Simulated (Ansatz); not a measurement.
Total energies of the Bi atom.

The species carries charge 0 and has multiplicity 4. Correlated methods freeze the filled d shell of Bi. Bi: def2 effective core potential. A free atom. Basis def2-TZVPP, the Gaussian-basis code of Ansatz.

RPA on PBE orbitals: Hartree–Fock energy of these orbitals -213.58266 Eh, correlation -0.11052 Eh (frozen core).

```json
{"functional": "LDA (SPW92)", "kind": "LDA", "energy without D4 (Eh)": "-214.31643"}
{"functional": "PBE", "kind": "GGA", "energy without D4 (Eh)": "-214.63705"}
{"functional": "revPBE", "kind": "GGA", "energy without D4 (Eh)": "-214.69233"}
{"functional": "BLYP", "kind": "GGA", "energy without D4 (Eh)": "-214.57993"}
{"functional": "r2SCAN", "kind": "meta-GGA", "energy without D4 (Eh)": "-214.71773"}
{"functional": "B97M-V", "kind": "meta-GGA with VV10", "energy without D4 (Eh)": "-214.59668"}
{"functional": "PBE0", "kind": "global hybrid, 25 % exact exchange", "energy without D4 (Eh)": "-214.61763"}
{"functional": "B3LYP", "kind": "global hybrid, 20 %", "energy without D4 (Eh)": "-214.68485"}
{"functional": "r2SCANh", "kind": "meta-GGA hybrid, 10 %", "energy without D4 (Eh)": "-214.69664"}
{"functional": "r2SCAN0", "kind": "meta-GGA hybrid, 25 %", "energy without D4 (Eh)": "-214.66521"}
{"functional": "HSE06 (plane-wave form)", "kind": "screened hybrid", "energy without D4 (Eh)": "-214.61711"}
{"functional": "BHLYP", "kind": "global hybrid, 50 %", "energy without D4 (Eh)": "-214.50206"}
{"functional": "CAM-B3LYP", "kind": "range-separated hybrid", "energy without D4 (Eh)": "-214.58508"}
{"functional": "LC-ωPBE", "kind": "long-range corrected hybrid", "energy without D4 (Eh)": "-214.65099"}
{"functional": "ωB97X-V", "kind": "range-separated hybrid GGA with VV10", "energy without D4 (Eh)": "-214.57706"}
{"functional": "ωB97M-V", "kind": "range-separated hybrid meta-GGA with VV10", "energy without D4 (Eh)": "-214.54691"}
{"functional": "B2PLYP", "kind": "double hybrid", "energy without D4 (Eh)": "-214.28832"}
{"functional": "PBE-QIDH", "kind": "double hybrid", "energy without D4 (Eh)": "-214.28099"}
```

B3LYP takes the VWN-RPA correlation (the form of Gaussian; ORCA's B3LYP/G). HSE06 is the plane-wave form, built on full-range PBE exchange. The double hybrids freeze the cores in their second-order part.

LC-ωPBE has ω = 0.4 bohr⁻¹.
